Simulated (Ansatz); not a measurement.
Relaxation of H₉NOSi₂ (13 atoms, charge 0, multiplicity 1), to a largest force component of 0.03 eV/Å in at most 50 steps.

These are results of UKS PBE/6-31G* (Ansatz 0.2.0), not measurements.

```xyz
13
Properties=species:S:1:pos:R:3
Si -0.406 -1.303 -0.110
O -1.856 -0.442 0.274
H -0.947 -2.444 -0.918
H 0.597 -0.556 -0.941
N 0.436 -1.705 1.353
H -0.717 1.480 -0.173
Si 0.458 2.052 -0.799
H -1.686 0.181 1.010
H 0.055 -2.408 1.991
H 1.456 -1.672 1.387
H 1.698 1.725 -0.016
H 0.593 1.543 -2.202
H 0.318 3.549 -0.855
```

Q: Where does it end, and by what steps?

A: The run converged. The force dipped under the threshold on the way, but the program's further checks kept it going. After 46 steps the energy has fallen by 0.279 eV; H12 moved furthest, 2.05 Å.

```tsv
step	energy less start (eV)	largest force component (eV/Å)	accepted
0	0.0000	1.146	yes
2	-0.2095	0.558	yes
4	-0.2265	0.143	yes
6	-0.2297	0.045	yes
8	-0.2313	0.089	yes
10	-0.2324	0.136	yes
12	-0.2340	0.127	yes
14	-0.2362	0.035	yes
16	-0.2391	0.149	yes
18	-0.2476	0.120	yes
20	-0.2575	0.182	yes
22	-0.2605	0.050	yes
24	-0.2652	0.087	yes
26	-0.2681	0.071	yes
28	-0.2706	0.076	yes
30	-0.2730	0.079	yes
32	-0.2745	0.078	yes
34	-0.2761	0.063	yes
36	-0.2770	0.058	yes
38	-0.2779	0.033	yes
40	-0.2783	0.022	yes
42	-0.2786	0.022	yes
44	-0.2789	0.037	yes
46	-0.2793	0.027	yes
```

```xyz
13
Properties=species:S:1:pos:R:3
Si 0.195 -1.634 0.203
O -0.593 -0.145 0.196
H -0.245 -2.214 -1.105
H 1.693 -1.514 0.275
N -0.197 -2.590 1.595
H -0.048 2.830 0.286
Si 0.032 2.755 -1.211
H -0.489 0.339 1.039
H -1.089 -3.073 1.701
H 0.542 -3.026 2.143
H 1.156 1.855 -1.620
H -1.268 2.277 -1.776
H 0.310 4.139 -1.726
```

Whether the end is a true minimum wasn't checked by a vibrational analysis.

Time of the run: 88 s on 2 threads of AMD EPYC 9R14 (Zen 4) (shared host), peak memory 0.19 GiB.
